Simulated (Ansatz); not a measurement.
BrClFHOSi, SMILES [Si](O)(Br)(Cl)F.

Geometry optimised at B3LYP-D3(BJ)/def2-SVP. One conformer was computed; it need not be the lowest.

Two levels are set side by side: PBE/def2-SVPD (Ansatz, a first-principles code) and PBE0/def2-SVPD (Ansatz). Energy differences of separate SCF runs at the same geometry; the states with an electron removed or added have multiplicity 2 and 2. Differences are taken from unrounded values.

```tsv
quantity	PBE0
vertical ionisation energy (eV)	11.40
vertical singlet–triplet gap (eV)	6.71
```

Q: What does PBE give, and how far is it from PBE0? (Estimate from the structure and the level; the computed values follow.)

A: 
| quantity | PBE | PBE minus PBE0 |
|---|---|---|
| vertical ionisation energy (eV) | 10.92 | -0.49 |
| vertical singlet–triplet gap (eV) | 6.23 | -0.49 |
